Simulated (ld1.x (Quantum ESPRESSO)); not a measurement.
## Pseudopotential generation for palladium: TM, PBE, scalar-relativistic.

ld1.x (Quantum ESPRESSO) 7.5 input, shortened:

```
&input
   title='Pd', zed=46., rel=1, dft='PBE', iswitch=3,
   config='[Kr] 4d10 5s0 5p0'
 /
 &inputp
   pseudotype=2, tm=.true., lloc=-1, rcloc=2.00,
   nlcc=.false.
 /
3
5S  1  0   0.00   0.00  1.95  1.95  0.0
5P  2  1   0.00   0.00  4.20  4.20  0.0
4D  3  2  10.00   0.00  2.15  2.15  0.0
 &test
   configts(1)='4d10 5s0 5p0'
 /
```

Poles of the logarithmic derivatives, all-electron (AE) and pseudo (PS). Narrow ghost or core levels that the grid stepped over were put in at their known energies. s: poles at -0.0, 2.2 (AE) and -0.6, -0.0, 2.3 (PS) Ry. p: poles at 0.5, 2.9 (AE) and 0.5, 1.6, 3.5 (PS) Ry. d: poles at -0.3, 1.4, 4.1 (AE) and -0.3, 1.4, 4.2 (PS) Ry. Test radius 4.55 bohr.

- Cutoffs needed: 50 Ry and 70 Ry (the cutoffs (Ry, on a coarse ladder) from which the occupation-weighted sum of valence levels, in a spherical-Bessel basis at the reference potential, stays within 10 and 1 mRy of its value at 400 Ry)
- Ghost test: ghost state, extra bound levels that the all-electron valence spectrum of the same l lacks: s at -7.6 eV; a true bound ghost makes a file unfit for plane-wave use (spherical-Bessel basis up to 400 Ry, 20 bohr box)
- Configuration tests: 1 of 7 tests not solved or not reliable; not counted: 4d8 5s1 5p0 (solver errors, printed error -3.9 eV)
